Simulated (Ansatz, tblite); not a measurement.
Removing an electron: (HMg-mu-NH2)2 (Mg2N2H6). Total charge 0; singlet. Geometry: PBE0-D4/def2-SVP. Ansatz, gas phase; energy differences of separate SCF runs; the oxidised species was run as a doublet alone.

```xyz
10

Mg    0.0229    0.0340   -1.4921
H     0.0495    0.0733   -3.2079
N    -1.3716    0.4997   -0.0097
Mg   -0.0219   -0.0312    1.4922
H    -0.0470   -0.0667    3.2080
N     1.3714   -0.5001    0.0097
H    -2.2459   -0.0321   -0.0345
H    -1.7053    1.4672    0.0064
H     1.6988   -1.4699   -0.0066
H     2.2491    0.0259    0.0344
```

The xTB rows come from tblite.

```
              level  −HOMO (eV)  vertical IE (eV)  −LUMO (eV)  HOMO–LUMO gap (eV)
           GFN1-xTB       10.19             13.17        5.94                4.25
           GFN2-xTB        9.82             12.55        6.49                3.33
   PBE-D4/def2-TZVP        5.48              8.03        1.35                4.13
r2SCAN-D4/def2-TZVP        5.74              8.16        0.87                4.86
  PBE0-D4/def2-TZVP        6.67              8.48        0.65                6.02
```

  Raw xTB energy differences between charge states are shifted by several eV; the methods need an empirical correction for them.
